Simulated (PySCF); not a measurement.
A PySCF script (with the pyscf-properties extension) for the NMR shieldings of `FB(F)F`, BF$_{3}$, on a GFN2-xTB geometry:

```python
import basis_set_exchange as bse
import numpy as np
from pyscf import gto, dft
from pyscf.prop import nmr

atoms = """
F    -1.105591   -0.560885    0.700206
B     0.002599    0.001294    0.316704
F     1.144974   -0.474101    0.716906
F    -0.031747    1.038466   -0.467115
"""
names = dict.fromkeys(["F", "B"], "pcSseg-1")
basis = {el: gto.basis.parse(bse.get_basis(n, elements=[el], fmt="nwchem")) for el, n in names.items()}
mol = gto.M(atom=atoms, basis=basis, charge=0, verbose=0)
mf = dft.RKS(mol, xc="PBE0")
mf.grids.level = 2
mf.grids.alignment = dft.numint.BLKSIZE   # the property module wants whole blocks of grid points
mf.conv_tol = 1e-9
mf.kernel()

calc = nmr.RKS(mf)   # GIAO
C = mf.mo_coeff
Co = C[:, mf.mo_occ > 0]
resp = mf.gen_response(singlet=True, hermi=2)
def vind(x):   # induced exchange potential for any number of trial vectors
    d = np.einsum("pi,xij,qj->xpq", C, 2 * x.reshape(-1, C.shape[1], Co.shape[1]), Co, optimize=True)
    return np.einsum("xpq,pi,qj->xij", resp(d - d.transpose(0, 2, 1)), C, Co, optimize=True).ravel()
mo1, _ = nmr.rhf.solve_mo1(calc, with_cphf=vind)
sigma = calc.kernel(mo1)
for i, s in enumerate(sigma):   # ppm
    print("%2d %-2s %9.2f" % (i, mol.atom_pure_symbol(i), np.trace(s) / 3))
```

Task: What are the results?

Result: 
```
 0 F     303.44
 1 B      89.61
 2 F     303.45
 3 F     303.47
```

These numbers come from an equivalent density-fitted implementation of the same equations, which agrees with the script to about 0.01 ppm for H and up to a few tenths of a ppm for heavy atoms, so last digits may differ.

Size and cost of the density-fitted run: 68 basis functions, 2.5 s wall time on 1 thread of an Arm Neoverse V1, shared host.
